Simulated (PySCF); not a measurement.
C2H4FNOSi, SMILES O[Si@@H]1C=N[C@@H]1F.

Geometry: r2SCAN-D4/def2-SVP. The structure was generated by enumeration; whether it is a known compound was not checked. Other conformers were not sampled.

Calculation: TDA-PBE/def2-SVPD (PySCF).

Vertical excitations. Isolated molecule, no solvent.

### Question
Give excitation energies, oscillator strengths and character. (Estimate from the structure and the level; the computed values follow.)

### Answer

```csv
state,energy (eV),λ (nm),f,main pairs
S1,3.69,336,0.000,HOMO→LUMO 98 %
S2,4.60,270,0.002,HOMO−1→LUMO 98 %
S3,5.24,237,0.005,HOMO→LUMO+1 99 %
S4,5.60,221,0.000,HOMO→LUMO+2 100 %
S5,6.02,206,0.004,HOMO−2→LUMO 97 %
S6,6.31,196,0.005,"HOMO→LUMO+3 84 %, HOMO−1→LUMO+1 15 %"
S7,6.36,195,0.005,"HOMO−1→LUMO+1 71 %, HOMO→LUMO+3 13 %"
S8,6.49,191,0.003,HOMO−4→LUMO 88 %
S9,6.61,188,0.031,HOMO→LUMO+4 73 %
S10,6.82,182,0.003,"HOMO−5→LUMO 51 %, HOMO−1→LUMO+2 23 %, HOMO−3→LUMO 19 %"
T1,2.95,420,0,HOMO→LUMO 99 %
T2,4.23,293,0,HOMO−1→LUMO 97 %
T3,4.95,250,0,HOMO−3→LUMO 85 %
T4,5.07,245,0,HOMO→LUMO+1 92 %
```
Triplets are in the Tamm–Dancoff approximation.
